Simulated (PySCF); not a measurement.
HgCl2, SMILES [Cl][Hg][Cl].

Coordinates come from a B3LYP-D3(BJ)/def2-TZVP optimisation. The isomer is the one that the SMILES or the coordinates give; other isomers of the formula were not compared. The def2 effective core potentials stand for the cores of Hg; spin–orbit coupling is left out.

Method: PySCF with B3LYP-D3(BJ)/def2-TZVP.

Frequencies are harmonic and unscaled.

Modes within 1.5 cm⁻¹ of each other (mostly degenerate sets) share a row, with their intensities summed.

```tsv
mode	ν (cm⁻¹)	IR (km/mol)	Raman (Å⁴/amu)	depolarisation	moving atoms (share of kinetic energy)
1–2	96	8.3	0.0	–	Cl 74 %, Hg 26 %
3	337	0.0	32.7	0.27	Cl 100 %
4	392	54.4	0.0	–	Cl 74 %, Hg 26 %
```
